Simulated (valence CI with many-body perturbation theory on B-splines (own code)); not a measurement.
Mo IV: calculated level list

Calculated by relativistic CI+MBPT: three valence electrons over a frozen Dirac-Fock core [Kr], radial functions for each j: 7 s, 7 p, 8 d, 6 f, 4 g, 1 h, with the one-electron correlation potential Σ1 (screened to all orders), the two-electron term Σ2, the three-electron term Σ3, Breit, model QED; selected single and double excitations, second order for the rest, scaled by the run's own slope (own B-spline code, finite nucleus).

Set against measurement, 64 paired levels are off by 530 cm⁻¹ on average, the worst by 1922. These come from a selection out of Sugar and Musgrove, J. Phys. Chem. Ref. Data 17, 155 (1988). Levels without a partner in it may be off by more, other configurations by 1,000 to 8,000 cm⁻¹.

Levels 181 to 225 of 236, with energies above the lowest level, 4d3 4F_3/2. "Leading %" is the weight of the configuration and term that name the level; weights of strongly mixed levels are sums over their largest components and can fall short. In the jj column 3d3/2^4 stands for four electrons in 3d with j = 3/2.

```
No.  Configuration  Term     J  E (cm⁻¹)  Leading %                Leading jj      g
181         4d2 4f   4I°  15/2    202788         96      4d5/2^2 4f7/2 (73 %)  1.200
182         4d2 4f   4D°   3/2    202876         77      4d3/2^2 4f7/2 (39 %)  1.176
183         4d2 4f   4D°   7/2    203330         53  4d3/2 4d5/2 4f7/2 (49 %)  1.297
184         4d2 6s    4P   3/2    203418         86     4d3/2 4d5/2 6s (91 %)  1.661
185         4d2 4f   4D°   5/2    203521         45  4d3/2 4d5/2 4f7/2 (50 %)  1.128
186         4d2 4f   2S°   1/2    203721         55  4d3/2 4d5/2 4f5/2 (48 %)  1.192
187         4d2 4f   2D°   3/2    204523         32      4d3/2^2 4f5/2 (34 %)  0.784
188         4d2 6s    2P   1/2    204627         95     4d3/2 4d5/2 6s (79 %)  0.720
189         4d2 4f   2F°   7/2    204820         53      4d5/2^2 4f7/2 (44 %)  1.182
190         4d2 6s    4P   5/2    204871         73         4d5/2^2 6s (85 %)  1.496
191         4d2 4f   4G°   5/2    204990         48      4d3/2^2 4f5/2 (34 %)  0.836
192         4d2 5d    2F   7/2    205069         96  4d3/2 4d5/2 5d5/2 (46 %)  1.142
193         4d2 5d    2F   5/2    205242         92  4d3/2 4d5/2 5d3/2 (31 %)  0.877
194         4d2 4f   4F°   3/2    205303         58  4d3/2 4d5/2 4f5/2 (40 %)  0.621
195         4d2 4f   4G°   7/2    205584         46      4d5/2^2 4f7/2 (29 %)  1.139
196         4d2 4f   2P°   1/2    205703         57  4d3/2 4d5/2 4f7/2 (33 %)  1.045
197         4d2 4f   2H°   9/2    205754         78      4d3/2^2 4f7/2 (20 %)  0.946
198         4d2 4f   2I°  11/2    205850         89  4d3/2 4d5/2 4f5/2 (40 %)  0.935
199         4d2 4f   4G°   5/2    206004         31  4d3/2 4d5/2 4f5/2 (76 %)  0.961
200         4d2 6s    2P   3/2    206035         82         4d5/2^2 6s (71 %)  1.280
201         4d2 4f   4F°   9/2    206080         44  4d3/2 4d5/2 4f7/2 (80 %)  1.217
202         4d2 4f   2P°   3/2    206094         65      4d5/2^2 4f7/2 (37 %)  1.244
203         4d2 4f   4F°   5/2    206552         27      4d5/2^2 4f5/2 (25 %)  1.088
204         4d2 4f   4P°   3/2    206600         72      4d3/2^2 4f7/2 (30 %)  1.688
205         4d2 4f   4P°   1/2    206979         84  4d3/2 4d5/2 4f7/2 (33 %)  2.488
206         4d2 4f   4F°   7/2    207024         50      4d5/2^2 4f5/2 (50 %)  1.144
207         4d2 4f   2H°  11/2    207137         66      4d5/2^2 4f5/2 (37 %)  1.125
208         4d2 4f   4G°   9/2    207555         48      4d5/2^2 4f5/2 (37 %)  1.249
209         4d2 4f   4P°   5/2    207557         84      4d5/2^2 4f5/2 (26 %)  1.555
210         4d2 6s    2G   9/2    207664         97     4d3/2 4d5/2 6s (73 %)  1.112
211         4d2 6s    2G   7/2    207669         97     4d3/2 4d5/2 6s (72 %)  0.890
212         4d2 5d    2D   3/2    207710         94  4d3/2 4d5/2 5d5/2 (65 %)  0.806
213         4d2 4f   4G°  11/2    207762         72      4d5/2^2 4f7/2 (62 %)  1.226
214         4d2 4f   2I°  13/2    207801         95      4d5/2^2 4f7/2 (34 %)  1.078
215         4d2 5d    2D   5/2    207922         92  4d3/2 4d5/2 5d3/2 (33 %)  1.189
216         4d2 6p   2F°   5/2    208629         28      4d3/2^2 6p1/2 (40 %)  0.802
217         4d2 6p   2D°   3/2    209248         43      4d3/2^2 6p1/2 (53 %)  0.753
218         4d2 6p   4G°   5/2    209562         55      4d3/2^2 6p1/2 (33 %)  0.694
219         4d2 4f   4S°   3/2    209975         78      4d5/2^2 4f5/2 (40 %)  1.946
220         4d2 6p   4G°   7/2    210440         68  4d3/2 4d5/2 6p1/2 (54 %)  1.030
221         4d2 6p   4F°   3/2    210516         69      4d3/2^2 6p3/2 (55 %)  0.554
222         4d2 6p   2G°   7/2    210610         23      4d3/2^2 6p3/2 (31 %)  1.021
223         4d2 6p   2F°   5/2    210680         23  4d3/2 4d5/2 6p1/2 (29 %)  1.044
224         4d2 6p   4F°   5/2    210814         65  4d3/2 4d5/2 6p1/2 (42 %)  1.042
225         4d2 6p   4D°   1/2    210991         88      4d3/2^2 6p3/2 (73 %)  0.020
```

Names give the largest LS component (configuration and term), which can be under half, so a name can repeat, a term be missing and a line seem to break the LS rules; names also repeat where a configuration has a term twice.

Where two levels of one J and parity lie close, their mixing, g and order are uncertain.
